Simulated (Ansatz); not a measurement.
Geometry optimisation, RKS B3LYP-D4/6-31G* in Ansatz.

input.yaml

```yaml
crystal:
  periodic: [false, false, false]
  atoms:
    - { symbol: B, position_ang: [0.0, 0.0, 0.0] }
    - { symbol: "N", position_ang: [0.0, 0.0, 1.9] }
    - { symbol: H, position_ang: [-0.877, -0.2713, 2.43] }
    - { symbol: H, position_ang: [0.877, 0.2713, 2.43] }
    - { symbol: "N", position_ang: [1.3423, 0.0, -0.775] }
    - { symbol: H, position_ang: [1.8089, -0.9179, -1.0268] }
    - { symbol: H, position_ang: [1.7937, 0.9179, -1.0532] }
    - { symbol: C, position_ang: [-1.3856, 0.0, -0.8] }
    - { symbol: H, position_ang: [-1.9458, -0.9305, -0.5708] }
    - { symbol: H, position_ang: [-1.9898, 0.8797, -0.4946] }
    - { symbol: H, position_ang: [-1.1839, 0.0508, -1.8903] }
    - { symbol: O, position_ang: [0.0715, -1.6212, 0.5392] }
    - { symbol: Si, position_ang: [-0.6985, -2.9178, -0.2012] }
    - { symbol: H, position_ang: [0.2063, -4.0629, -0.2427] }
    - { symbol: H, position_ang: [-1.8953, -3.2713, 0.5566] }
    - { symbol: H, position_ang: [-1.0766, -2.5477, -1.562] }
    - { symbol: H, position_ang: [0.0479, -1.0857, 1.5734] }
basis:
  gaussian: { orbitals: "6-31G*" }
hamiltonian:
  xc: b3lyp
  dispersion: d4
relax:
  f_tol: 0.15
  max_steps: 25
  restrain:
    - { distance: [0, 11], at: 1.41, k: 30.0 }
    - { distance: [16, 1], at: 1.06, k: 30.0 }
    - { distance: [0, 1], at: 2.75, k: 30.0 }
    - { distance: [16, 11], at: 2.21, k: 30.0 }
output:
  orbitals: {}
```

Launched with:

```bash
$ ansatz run input.yaml --threads 4 --pin off --max-ram 5120MiB --backend cpu --events-out ev --progress --plain --runs-dir out
```

Task: Where does it end, and by what steps?

Result: The forces met the threshold. The restraints hold the end off the free minimum; the threshold counts their pulls, which the force column leaves out. Restrained pairs: B1–O12 (1.71 → 1.41 Å), N2–H17 (1.13 → 1.04 Å), B1–N2 (1.90 → 2.75 Å), O12–H17 (1.16 → 2.21 Å). After 13 steps the energy has fallen by 4.087 eV (the restraints' own energy left out); H6 moved furthest, 1.02 Å.

```json
{"step": "0", "energy less start (eV)": "0.0000", "largest force component (eV/Å)": "4.207", "accepted": "yes"}
{"step": "1", "energy less start (eV)": "-1.1783", "largest force component (eV/Å)": "4.048", "accepted": "yes"}
{"step": "2", "energy less start (eV)": "-1.6826", "largest force component (eV/Å)": "3.063", "accepted": "yes"}
{"step": "3", "energy less start (eV)": "-2.5157", "largest force component (eV/Å)": "2.442", "accepted": "yes"}
{"step": "4", "energy less start (eV)": "-3.4086", "largest force component (eV/Å)": "1.634", "accepted": "yes"}
{"step": "5", "energy less start (eV)": "-3.8119", "largest force component (eV/Å)": "0.798", "accepted": "yes"}
{"step": "6", "energy less start (eV)": "-3.9634", "largest force component (eV/Å)": "0.809", "accepted": "yes"}
{"step": "7", "energy less start (eV)": "-3.9960", "largest force component (eV/Å)": "0.764", "accepted": "yes"}
{"step": "8", "energy less start (eV)": "-4.0171", "largest force component (eV/Å)": "0.827", "accepted": "yes"}
{"step": "9", "energy less start (eV)": "-4.0587", "largest force component (eV/Å)": "0.708", "accepted": "yes"}
{"step": "10", "energy less start (eV)": "-4.0711", "largest force component (eV/Å)": "0.682", "accepted": "yes"}
{"step": "11", "energy less start (eV)": "-4.0640", "largest force component (eV/Å)": "0.903", "accepted": "no"}
{"step": "12", "energy less start (eV)": "-4.0826", "largest force component (eV/Å)": "0.649", "accepted": "yes"}
{"step": "13", "energy less start (eV)": "-4.0871", "largest force component (eV/Å)": "0.683", "accepted": "yes"}
```

```xyz
17
Properties=species:S:1:pos:R:3
B 0.144 -0.524 -0.599
N -0.216 -0.280 2.121
H -0.656 -0.531 3.010
H 0.490 0.425 2.332
N 1.325 0.249 -0.643
H 2.238 -0.159 -0.493
H 1.341 1.223 -0.903
C -1.262 0.072 -1.015
H -2.082 -0.352 -0.418
H -1.299 1.164 -0.883
H -1.482 -0.137 -2.076
O 0.328 -1.880 -0.277
Si -0.778 -3.113 -0.290
H -0.023 -4.380 -0.106
H -1.759 -2.985 0.826
H -1.524 -3.183 -1.577
H 0.311 -1.116 1.802
```

The run took 39 s on 4 threads of Arm Neoverse V2, with other jobs on the host, peak memory 0.3 GiB.
